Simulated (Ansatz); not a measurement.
Two spin states of TeCl, each at its own minimum; 2S+1 = 2, 4 were tried, and our sources give no spin for the ground state. No spin–orbit coupling.

| level | energy of the multiplicity-4 state above the multiplicity-2 state (eV) |
|---|---|
| PBE/def2-TZVPP | 1.140 |
| PBE0/def2-TZVPP | 1.237 |
| wB97X-V/def2-TZVPP | 1.529 |
| CCSD/def2-TZVPP | 1.259 |
| CCSD(T)/def2-TZVPP | 1.276 |

The rows run from 1.140 (PBE/def2-TZVPP) to 1.529 eV (wB97X-V/def2-TZVPP). The 3 functionals in def2-TZVPP without D3 or D4 span 0.390, from PBE to wB97X-V.

Each state is the lowest solution found for its spin in def2 and cc sets.

Correlated levels freeze the inner cores; with def2 sets outer-core shells near the valence are correlated too.

Codes used: Ansatz (Gaussian orbitals).  In def2 rows elements past Kr take small-core potentials, without spin–orbit coupling.

Ansatz is an electronic-structure program.
